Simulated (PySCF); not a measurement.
# Computed structure and properties of [Eu(H2O)2]3+

System: [Eu(H2O)2]3+ (singlet in the valence; each metal's 4f electrons, 6 of them, lie in its core potential, out of spins and levels); start: displaced along the imaginary mode (C1). Method: PySCF 2.14.0, RKS PBE0, Eu lcecp-1-SVP with ECP52, O def2-SVP, H def2-SVP; non-relativistic Hamiltonian with scalar-relativistic core potentials where named; density fitting; no spin-orbit coupling.

Input of the relaxation:

```python
mol = gto.M(atom='''
Eu    -0.00513     0.04422     0.00000
O      0.02104    -0.18079     2.29114
H      0.58181     0.30147     2.95742
H     -0.50870    -0.78903     2.87411
O      0.02090    -0.18077    -2.29114
H      0.56503    -0.78709    -2.86318
H     -0.52548     0.30342    -2.96835''',
    basis={'Eu': 'lcecp-1-SVP', 'O': 'def2-SVP', 'H': 'def2-SVP'},
    ecp={'Eu': 'lcecp-1-SVP'},
    charge=3, spin=0)
mf = dft.RKS(mol, xc='PBE0')
mf.grids.atom_grid = (50, 194)  # f atoms: unpruned, at least (60, 302)
mf = mf.density_fit()  # fitting sets: Eu AutoAux, O def2-universal-JKFIT, H def2-universal-JKFIT
mf.conv_tol = 1e-08; mf.max_cycle = 55
mf.kernel(dm0)  # dm0: converged density of the start geometry
# quasi-Newton relaxation in Cartesian coordinates to a largest gradient under 0.00045 Eh/bohr, steps kept in the point group
```

Run from Python with OMP_NUM_THREADS=2; the lines above give its settings. Where DIIS fails, smearing, a level shift and second-order steps follow.
It took 89 s on 2 threads of Arm Neoverse V1, on a shared host, from the converged density of the start.

Course of the relaxation:

```json
{"step": "0", "energy above end (eV)": "0.2067", "largest force component within the symmetry (eV/Å)": "0.116"}
{"step": "1", "energy above end (eV)": "0.2037", "largest force component within the symmetry (eV/Å)": "0.073"}
{"step": "2", "energy above end (eV)": "0.2012", "largest force component within the symmetry (eV/Å)": "0.180"}
{"step": "3", "energy above end (eV)": "0.1968", "largest force component within the symmetry (eV/Å)": "0.152"}
{"step": "4", "energy above end (eV)": "0.1915", "largest force component within the symmetry (eV/Å)": "0.185"}
{"step": "5", "energy above end (eV)": "0.1836", "largest force component within the symmetry (eV/Å)": "0.224"}
{"step": "6", "energy above end (eV)": "0.1720", "largest force component within the symmetry (eV/Å)": "0.269"}
{"step": "7", "energy above end (eV)": "0.1548", "largest force component within the symmetry (eV/Å)": "0.332"}
{"step": "29", "energy above end (eV)": "0.0005", "largest force component within the symmetry (eV/Å)": "0.065"}
{"step": "30", "energy above end (eV)": "0.0004", "largest force component within the symmetry (eV/Å)": "0.040"}
{"step": "31", "energy above end (eV)": "0.0002", "largest force component within the symmetry (eV/Å)": "0.022"}
{"step": "32", "energy above end (eV)": "0.0002", "largest force component within the symmetry (eV/Å)": "0.030"}
{"step": "33", "energy above end (eV)": "0.0001", "largest force component within the symmetry (eV/Å)": "0.023"}
{"step": "34", "energy above end (eV)": "0.0000", "largest force component within the symmetry (eV/Å)": "0.018"}
```
(The steps between are left out.)

Relaxed geometry (C1):

```xyz
7

Eu   -0.1894    1.0834    0.0071
O     0.0754   -0.1750    1.8564
H     0.5236    0.0739    2.7081
H    -0.2469   -1.0957    2.0435
O    -0.0349   -0.1671   -1.8588
H     0.2985   -1.0959   -1.9672
H    -0.2767    0.0878   -2.7890
```

```
     contact      Å
Eu1–O2 (H2O)  2.252
Eu1–O5 (H2O)  2.251
```

On the finer grid (75, 302):

- HOMO: -26.43 eV
- LUMO: -18.53 eV
- Dipole about the centre of mass: 2.95 D
- Set of Mulliken populations of Eu1 outside the core potential: s 2.08, p 6.10, d 0.54, f 0.04
- D3(BJ) dispersion energy (not in the energies): -0.078 eV

| atom | Mulliken (e) | Löwdin (e) | spin (e) |
| --- | --- | --- | --- |
| Eu1 | 2.24 | 2.03 | 0.00 |
| O2 | -0.32 | 0.03 | 0.00 |
| H3 | 0.35 | 0.23 | 0.00 |
| H4 | 0.35 | 0.22 | 0.00 |
| O5 | -0.32 | 0.04 | 0.00 |
| H6 | 0.35 | 0.22 | 0.00 |
| H7 | 0.35 | 0.23 | 0.00 |

The 4f levels lie in the core potential and are missing. Their spin isn't counted.

On the grid (50, 194), as all that follows. Harmonic modes: a minimum within the noise of the softest modes; lowest 48 cm⁻¹ (negative: unstable), highest 3534 cm⁻¹, zero-point energy 1.318 eV.

Taking off one H2O (charge 0, singlet; the rest: singlet) in vacuum, both parts rigid, costs 4.27 eV; the small basis without counterpoise inflates it. Parting with an electron moved from the ligand to the metal can be far cheaper, even downhill.

Rigid scan of H2O along the line from its metal:

(distance to O2 (Å), energy (eV)): (1.95, 0.787), (2.05, 0.299), (2.15, 0.064), (2.25, 0.000), (2.35, 0.048), (2.45, 0.169), (2.65, 0.522)

One start shape was tried, so this needn't be the lowest isomer.

An lcecp potential fixes the number of 4f electrons, so in runs with it no electron can move into or out of that shell.
